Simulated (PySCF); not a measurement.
A PySCF script (with the pyscf-properties extension) for the NMR shieldings of `C#C[Si@H](Cl)S/C=C\C`, C$_{5}$H$_{7}$ClSSi, on a GFN2-xTB geometry:

```python
import basis_set_exchange as bse
import numpy as np
from pyscf import gto, dft
from pyscf.prop import nmr

atoms = """
C     3.098325    1.183499    0.733771
C     2.697569    0.088211    0.440043
Si    1.951039   -1.531970   -0.045078
Cl    3.038510   -2.446357   -1.464952
S     0.006118   -1.101489   -0.877134
C    -0.664051   -0.081795    0.404186
C    -1.801071    0.587490    0.285489
C    -2.677497    0.598745   -0.917935
H     3.469797    2.132755    0.994964
H     1.798217   -2.374644    1.134680
H    -0.070048   -0.044931    1.302594
H    -2.135281    1.181545    1.126283
H    -2.840997    1.622743   -1.251970
H    -3.649360    0.166992   -0.679668
H    -2.225685    0.027195   -1.724152
"""
names = dict.fromkeys(["C", "Si", "Cl", "S", "H"], "pcSseg-1")
basis = {el: gto.basis.parse(bse.get_basis(n, elements=[el], fmt="nwchem")) for el, n in names.items()}
mol = gto.M(atom=atoms, basis=basis, charge=0, verbose=0)
mf = dft.RKS(mol, xc="PBE0")
mf.grids.level = 2
mf.grids.alignment = dft.numint.BLKSIZE   # the property module wants whole blocks of grid points
mf.conv_tol = 1e-9
mf.kernel()

calc = nmr.RKS(mf)   # GIAO
C = mf.mo_coeff
Co = C[:, mf.mo_occ > 0]
resp = mf.gen_response(singlet=True, hermi=2)
def vind(x):   # induced exchange potential for any number of trial vectors
    d = np.einsum("pi,xij,qj->xpq", C, 2 * x.reshape(-1, C.shape[1], Co.shape[1]), Co, optimize=True)
    return np.einsum("xpq,pi,qj->xij", resp(d - d.transpose(0, 2, 1)), C, Co, optimize=True).ravel()
mo1, _ = nmr.rhf.solve_mo1(calc, with_cphf=vind)
sigma = calc.kernel(mo1)
for i, s in enumerate(sigma):   # ppm
    w = np.linalg.eigvalsh((s + s.T) / 2)
    print("%2d %-2s iso %8.1f  s11 %8.1f  s22 %8.1f  s33 %8.1f" % (i, mol.atom_pure_symbol(i), w.mean(), *w))
```

**Question.** Give the expected output.

**Answer.** 
```
 0 C  iso     82.2  s11      0.5  s22      7.0  s33    239.1
 1 C  iso     98.4  s11     -0.2  s22      5.8  s33    289.7
 2 Si iso    365.8  s11    325.9  s22    356.7  s33    414.8
 3 Cl iso    948.7  s11    899.0  s22    945.3  s33   1001.8
 4 S  iso    564.6  s11    400.9  s22    546.0  s33    746.9
 5 C  iso     63.7  s11    -37.9  s22     83.0  s33    145.9
 6 C  iso     53.5  s11    -61.0  s22     60.5  s33    161.1
 7 C  iso    169.5  s11    153.2  s22    172.6  s33    182.7
 8 H  iso     29.5  s11     24.3  s22     24.9  s33     39.2
 9 H  iso     25.8  s11     22.3  s22     23.8  s33     31.3
10 H  iso     26.0  s11     21.7  s22     26.2  s33     30.2
11 H  iso     25.6  s11     23.0  s22     24.8  s33     29.1
12 H  iso     29.9  s11     26.0  s22     27.1  s33     36.7
13 H  iso     30.0  s11     25.9  s22     27.0  s33     36.9
14 H  iso     29.3  s11     23.7  s22     31.4  s33     32.9
```

These numbers come from an equivalent density-fitted implementation of the same equations, which agrees with the script to about 0.01 ppm for H and up to a few tenths of a ppm for heavy atoms, so last digits may differ.

**Question.** Turn these shieldings into chemical shifts. References, each an isolated molecule treated in the same way: 13C (σ = 186.93 ppm), 29Si (σ = 349.16 ppm), 1H (σ = 31.72 ppm) vs TMS; HCl for 35Cl (σ = 949.78 ppm); 33S (σ = 503.73 ppm) vs CS2.

**Answer.** Averaging equivalent atoms: C 6: 133.4; C 5: 123.2; C 0: 104.7; C 1: 88.5; C 7: 17.4; Si 2: -16.6; Cl 3: 1; S 4: -61; H 11: 6.10; H 9: 5.90; H 10: 5.69; H 8: 2.22; H 12/13/14: 1.99 ppm. 

Size and cost of the density-fitted run: 192 basis functions, 29 s wall time on 1 thread of an Arm Neoverse V2, shared host; peak memory 0.78 GiB.
